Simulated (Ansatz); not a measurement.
`[F][Zn][C]1=CC1` + CH₃SH → `C[S][Zn][F]` + `C1=CC1` at 700 K and 1 bar (ligand exchange at a Zn–C bond).

Gas-phase electronic energies from Ansatz, PBE0-D4/def2-TZVP geometries. CCSD(T)/CBS is the MP2 limit (def2-TZVPP, def2-QZVPP) plus CCSD(T) − MP2 in def2-TZVPP, frozen cores. This one scheme is used for every species. For Zn outer-core shells are correlated without core-valence functions, which leaves a few kJ/mol of doubt a bond. Scalar relativity is left out up to krypton. One conformer a species, not always the lowest.

```
          species  CCSD(T)/CBS energy (Eh)  H − E (kJ/mol)  S (J/(mol·K))
`[F][Zn][C]1=CC1`              -1994.07751           191.9          422.1
            CH₃SH               -438.22835           160.2          309.0
    `C[S][Zn][F]`              -2315.86770           166.7          421.2
         `C1=CC1`               -116.45901           189.7          305.0
```

H − E and S are ideal-gas, rigid-rotor, harmonic terms from PBE0-D4/def2-TZVP, for one conformer and one mirror image of each species. 1 Eh = 2625.50 kJ/mol, R = 8.31446 J/(mol·K).

Problem. By hand: ΔE, ΔH, ΔS and ΔG.

Solution. ΔE = (-2315.86770) + (-116.45901) − (-1994.07751) − (-438.22835) = -0.02085 Eh = -54.7 kJ/mol. Δ(H − E) = 166.7 + 189.7 − 191.9 − 160.2 = 4.3, so ΔH = -50.4 kJ/mol. ΔS = 421.2 + 305.0 − 422.1 − 309.0 = -4.9 J/(mol·K). ΔG = -50.4 − 700 × (-4.9)/1000 = -47.0 kJ/mol.

Problem. By hand: the equilibrium constant, and the temperature at which ΔG would vanish if ΔH and ΔS stayed fixed.

Solution. log₁₀ K = −ΔG/(RT ln 10) = 3.5. ΔG = 0 at ΔH/ΔS = 10286 K, far beyond where these terms or the molecules hold.

The number of gas molecules stays the same, so ΔS is small and ΔH decides. A doubt of 5 kJ/mol in ΔE shifts log₁₀ K by 0.4 here. Other conformers and mirror images would add mixing entropy, several J/(mol·K) or more a flexible species. These are equilibria of isolated gas molecules and say nothing of rates. Largest T1 diagnostic: 0.015 (customary marks: 0.02 for closed shells, 0.045 for open ones).
